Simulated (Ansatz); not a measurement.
Basis-set extrapolation for C₂H₇BO₂, SMILES `COB(C)O` (PBE0-D4/def2-TZVP geometry, frozen core, Ansatz). Multiplicity 1, RHF reference.

```json
{"": "HF", "def2-TZVPP": "-254.442344", "def2-QZVPP": "-254.454635"}
{"": "MP2 correlation", "def2-TZVPP": "-0.926196", "def2-QZVPP": "-0.993690"}
{"": "CCSD(T) correlation", "def2-TZVPP": "-0.996987", "def2-QZVPP": "not run"}
```

Energies in hartree. Use E(X) = E(∞) + A·exp(−7.88·√X) for Hartree–Fock and E(X) = E(∞) + B·X^(−2.97) for correlation, with X = 3 and 4, and add CCSD(T) minus MP2 of the smaller set to the MP2 limit.

What is the CCSD(T) energy at the basis-set limit?

HF limit: -254.454635 + (-0.012291) × 0.13774 = -254.45633. MP2 limit: -0.993690 + (-0.067494) × 0.74074 = -1.04369. Higher-order term: -0.996987 − (-0.926196) = -0.07079. Total: -255.57081 hartree, 3.58 eV below CCSD(T)/def2-TZVPP.
